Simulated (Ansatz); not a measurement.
Cost and result for the atomization energy of ClFHInSe (`[F][In]([Cl])[SeH]`) (5 atoms, 4 bonds).

Total charge 0; spin multiplicity 1. Correlated methods include outer-core shells of In, Se, which these sets cover unevenly. Scalar relativity is left out up to krypton. In: def2 effective core potential. All single points use the PBE0-D4/def2-TZVP geometry. It is one conformer, not always the lowest. Program: Ansatz. All runs use 4 threads of a server CPU on a shared host. Times are those of one run each, without the atoms' runs, and a repeat can differ threefold. Electronic energies, without spin–orbit coupling; frozen cores. CCSD(T)/CBS adds CCSD(T) − MP2 in def2-TZVPP to the MP2 limit, and its time is that of the two runs behind it. T1 = 0.013. With those shells the extrapolation isn't a true limit. B3LYP takes the VWN-RPA correlation (the form of Gaussian; ORCA's B3LYP/G). HSE06 is the plane-wave form, built on full-range PBE exchange.

CCSD(T)/CBS is a level of theory with its own doubt, some kJ/mol a heavy atom from the limit and from the frozen cores, so smaller differences don't rank the functionals.

```tsv
level	functions	wall time
revPBE-D4/def2-TZVPP	185	1.3 s
PBE0-D4/def2-TZVPP	185	2.1 s
HSE06-D4/def2-TZVPP	185	2.4 s
B3LYP-D4/def2-TZVPP (with forces)	185	3.2 s
r2SCAN-D4/def2-TZVPP (with forces)	185	3.3 s
r2SCANh-D4/def2-TZVPP	185	3.5 s
B2PLYP/def2-TZVPP	185	3.9 s
CCSD(T)/def2-SVP	95	4.5 s
B97M-V/def2-TZVPP	185	4.9 s
ωB97X-V/def2-TZVPP	185	5.5 s
MP2/def2-QZVPP	328	9 s
CCSD(T)/def2-TZVPP	185	57 s
CCSD(T)/CBS(def2)	–	66 s
```

Task: What atomization energy does each give, and how far from CCSD(T)/CBS? (Estimate.)

Result: The calculation gave: 
```json
{"level": "revPBE-D4/def2-TZVPP", "atomization (kJ/mol)": "1289.4", "difference from CCSD(T)/CBS": "-54.3", "per bond": "-13.6"}
{"level": "PBE0-D4/def2-TZVPP", "atomization (kJ/mol)": "1305.4", "difference from CCSD(T)/CBS": "-38.3", "per bond": "-9.6"}
{"level": "HSE06-D4/def2-TZVPP", "atomization (kJ/mol)": "1305.7", "difference from CCSD(T)/CBS": "-38.0", "per bond": "-9.5"}
{"level": "B3LYP-D4/def2-TZVPP (with forces)", "atomization (kJ/mol)": "1284.5", "difference from CCSD(T)/CBS": "-59.2", "per bond": "-14.8"}
{"level": "r2SCAN-D4/def2-TZVPP (with forces)", "atomization (kJ/mol)": "1334.7", "difference from CCSD(T)/CBS": "-9.0", "per bond": "-2.3"}
{"level": "r2SCANh-D4/def2-TZVPP", "atomization (kJ/mol)": "1316.1", "difference from CCSD(T)/CBS": "-27.6", "per bond": "-6.9"}
{"level": "B2PLYP/def2-TZVPP", "atomization (kJ/mol)": "1283.7", "difference from CCSD(T)/CBS": "-60.0", "per bond": "-15.0"}
{"level": "CCSD(T)/def2-SVP", "atomization (kJ/mol)": "1203.3", "difference from CCSD(T)/CBS": "-140.4", "per bond": "-35.1"}
{"level": "B97M-V/def2-TZVPP", "atomization (kJ/mol)": "1331.4", "difference from CCSD(T)/CBS": "-12.3", "per bond": "-3.1"}
{"level": "ωB97X-V/def2-TZVPP", "atomization (kJ/mol)": "1334.8", "difference from CCSD(T)/CBS": "-8.9", "per bond": "-2.2"}
{"level": "MP2/def2-QZVPP", "atomization (kJ/mol)": "1364.4", "difference from CCSD(T)/CBS": "20.7", "per bond": "5.2"}
{"level": "CCSD(T)/def2-TZVPP", "atomization (kJ/mol)": "1281.1", "difference from CCSD(T)/CBS": "-62.6", "per bond": "-15.6"}
{"level": "CCSD(T)/CBS(def2)", "atomization (kJ/mol)": "1343.7", "difference from CCSD(T)/CBS": "0.0", "per bond": "0.0"}
```

At CCSD(T), def2-SVP lies −140.4 kJ/mol from the extrapolated value and def2-TZVPP −62.6 kJ/mol: correlation converges slowly with the basis, and small sets miss more of it in the bonded molecule than in its fragments. In def2-TZVPP, CCSD(T) changes the Hartree–Fock value by +392.0 kJ/mol (the triples alone add +35.7 kJ/mol) and MP2 by +437.8 kJ/mol; breaking electron pairs costs correlation energy, which Hartree–Fock lacks. From r2SCAN to r2SCAN0 (25 % exact exchange), in def2-TZVPP and without D4, the atomization energy moves by −45.3 kJ/mol: exact exchange takes away binding that semilocal exchange gives to molecules.

Spin–orbit coupling would lower the free In atoms strongly, and the atomization energy with them, by more than many differences here. For some Ge, Se and Sn compounds the MP2-based and the directly extrapolated limit differ by 10 to 25 kJ/mol.
